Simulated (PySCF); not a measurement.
**Predicted spectroscopic data**

PySCF calculation with PBE0/pcSseg-1 with gauge-including orbitals, J: B3LYP/pcJ-1 and coordinates at the PBE0-D3(BJ)/def2-SVP level; equivalent nuclei averaged, a single conformation, no solvent model, non-relativistic Hamiltonian.

Shifts are taken against calculated references (same method and geometry level): TMS for 1H (σref 31.27) and 13C (σref 184.41). Multiplet labels drop J under 1 Hz and among equivalent protons, and merge close values. Unscaled 3J(H,H) run several per cent high. Splittings of carbon signals by F and P are missing where no couplings were computed. Where no couplings were computed, multiplicities follow the n + 1 count of equivalent neighbours, and m marks all less simple cases (inequivalent or close neighbours, rings, F or P nearby). One-bond C–F couplings are unscaled and too large by tens of Hz. Shifts are as computed. Against solution values, carbons near 30 ppm lie about +2 ppm off and those near 130 ppm about +5 ppm. Of 1211 compounds with measured shifts, 218 miss one by over three times the rms of a fit or turn the order of signals round; such compounds aren't used in these exercises.

Compound 1 (C3F6O). 13C{1H} NMR (computed): δ 183.9 (C, sept, J = 43.6 Hz), 119.5 (C, q, J = 359.2 Hz). Structure: SMILES C(C(=O)C(F)(F)F)(F)(F)F.

Compound 2 (C7H9FO). 1H NMR (500 MHz, computed): δ 3.41 (s, 3H), 2.80 (m, 1H), 2.20 (d, 1H), 2.19 (m, 1H), 2.04 (m, 1H), 1.89 (m, 1H), 1.80 (m, 1H). 13C{1H} NMR (computed): δ 113.5, 84.8, 79.7, 50.2, 36.3, 34.7, 21.9. Structure: `C#C[C@@H]1CC[C@@]1(F)OC`.
